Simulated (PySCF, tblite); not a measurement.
Isomers of C2H13NSi4. Computed with GFN2-xTB (tblite): harmonic, unscaled wavenumbers at the GFN2-xTB geometry, gas phase. Errors from tens to a few hundred cm⁻¹ against measured bands are possible. Modes of hydrogen on silicon can be 10 to 20 % off. One conformer each.

Electronic energies: PBE0/pcSseg-1 single points on the GFN2-xTB geometries (PySCF, gas phase).

```
                        SMILES  electronic energy, lowest = 0 (kcal/mol)
 C[SiH2][Si@H]1N[SiH2]C[SiH2]1                                       0.0
C=N[SiH2][Si](C)([SiH3])[SiH3]                                      52.0
CN[Si@@H]1C[SiH2][SiH2][SiH2]1                                      23.1
  [SiH3]N[SiH]1[SiH2]CC[SiH2]1                                      18.5
```

Question: How do GFN2-xTB zero-point energies change the relative energies?

Answer: 
```json
{"SMILES": "C[SiH2][Si@H]1N[SiH2]C[SiH2]1", "ZPE (kcal/mol)": "85.7", "of it from modes above 1550 cm⁻¹": "48.0", "electronic (kcal/mol)": "0.0", "with ZPE, lowest = 0 (kcal/mol)": "0.0", "lowest mode (cm⁻¹)": "21", "rings": "1"}
{"SMILES": "[SiH3]N[SiH]1[SiH2]CC[SiH2]1", "ZPE (kcal/mol)": "84.9", "of it from modes above 1550 cm⁻¹": "46.9", "electronic (kcal/mol)": "18.5", "with ZPE, lowest = 0 (kcal/mol)": "17.7", "lowest mode (cm⁻¹)": "31", "rings": "1"}
{"SMILES": "CN[Si@@H]1C[SiH2][SiH2][SiH2]1", "ZPE (kcal/mol)": "86.3", "of it from modes above 1550 cm⁻¹": "47.7", "electronic (kcal/mol)": "23.1", "with ZPE, lowest = 0 (kcal/mol)": "23.7", "lowest mode (cm⁻¹)": "37", "rings": "1"}
{"SMILES": "C=N[SiH2][Si](C)([SiH3])[SiH3]", "ZPE (kcal/mol)": "81.7", "of it from modes above 1550 cm⁻¹": "49.0", "electronic (kcal/mol)": "52.0", "with ZPE, lowest = 0 (kcal/mol)": "48.0", "lowest mode (cm⁻¹)": "16", "rings": "0"}
```

The zero-point energies span 4.6 kcal/mol, from `C=N[SiH2][Si](C)([SiH3])[SiH3]` to `CN[Si@@H]1C[SiH2][SiH2][SiH2]1`. The order is unchanged.

Question: And how do the electronic energies of GFN2-xTB itself compare?

Answer: `C[SiH2][Si@H]1N[SiH2]C[SiH2]1` 1.7; `[SiH3]N[SiH]1[SiH2]CC[SiH2]1` 0.0; `CN[Si@@H]1C[SiH2][SiH2][SiH2]1` 30.2; `C=N[SiH2][Si](C)([SiH3])[SiH3]` 44.3 kcal/mol, lowest = 0. Against the energies above, taken from the same isomer `C[SiH2][Si@H]1N[SiH2]C[SiH2]1`, the largest difference is 20.2 kcal/mol.
